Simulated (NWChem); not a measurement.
System: BHOBrCl; SMILES ClB(Br)O

```xyz
5

B      0.4495    -0.5691     0.0000
Cl    -0.6975    -1.9248     0.0000
Br    -0.1909     1.2418     0.0000
O      1.7844    -0.7718     0.0000
H      2.0154    -1.7204     0.0000
```
Atoms are numbered in this order, from 1.

All runs: NWChem. All runs use the structure optimised with PBE-D3(BJ)/def2-SVP. Vertical excitations in the gas phase; the lowest state need not have the same character in each row.

For level B3LYP/aug-cc-pVDZ, TDA:

```
Quantity                                  Value
----------------------------------------  -----
lowest excitation, singlet (eV)            6.11
lowest state with f > 0.02, singlet (eV)   6.74
orbital gap (eV)                           7.36
```

Q: How do the values read with level PBE/aug-cc-pVDZ, TDA instead?

A: The lowest excitation, singlet (eV) is 5.61 and the lowest state with f > 0.02, singlet (eV) comes out as 6.52. The orbital gap (eV) is 5.55.
